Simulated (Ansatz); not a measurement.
Basis sets compared for TiHCl₃. Charge 0, multiplicity 1. Geometry PBE0-D4/def2-SVP. Ansatz on 4 threads of Arm Neoverse V2 on a shared host; times are rough, and most runs start from earlier orbitals.

```csv
atom,x (Å),y (Å),z (Å)
Ti1,-0.0449,-0.0049,-0.0287
H2,1.3398,0.1465,0.8549
Cl3,0.3425,-1.7750,-1.1926
Cl4,-0.0900,1.8426,-1.1345
Cl5,-1.5473,-0.2091,1.5008
```

The 6-31G sets use Cartesian d functions. B3LYP takes the VWN-RPA correlation.

Binding counts from free atoms (Ti triplet, H doublet, Cl doublet) in the same basis, without a counterpoise term.

| level | functions | energy (Eh) | HOMO (eV) | LUMO (eV) | binding per atom (eV) | wall time |
| --- | --- | --- | --- | --- | --- | --- |
| HF/STO-3G | 46 | -2204.4338 | -11.47 | 4.82 | 4.23 | 0.15 s |
| HF/6-31G | 70 | -2227.4679 | -13.06 | 0.00 | 1.70 | 0.4 s |
| PBE-D4/def2-SVP | 90 | -2229.5355 | -7.95 | -4.34 | 3.56 | 0.8 s |
| B3LYP-D4/6-31G | 70 | -2230.7633 | -9.54 | -3.96 | 3.10 | 1 s |
| PBE0-D4/def2-SVP | 90 | -2229.6495 | -9.56 | -3.47 | 3.27 | 1.2 s |

(1) Estimate the rows for PBE-D4/def2-TZVP, B3LYP-D4/def2-TZVP, PBE0-D4/def2-TZVP.

Results:

(1) 
```json
{"level": "PBE-D4/def2-TZVP", "functions": "162", "energy (Eh)": "-2230.1293", "HOMO (eV)": "-8.05", "LUMO (eV)": "-4.44", "binding per atom (eV)": "–", "wall time": "1.4 s"}
{"level": "B3LYP-D4/def2-TZVP", "functions": "162", "energy (Eh)": "-2230.9690", "HOMO (eV)": "-9.37", "LUMO (eV)": "-3.68", "binding per atom (eV)": "3.26", "wall time": "2.1 s"}
{"level": "PBE0-D4/def2-TZVP", "functions": "162", "energy (Eh)": "-2230.2395", "HOMO (eV)": "-9.66", "LUMO (eV)": "-3.45", "binding per atom (eV)": "3.28", "wall time": "2.3 s"}
```
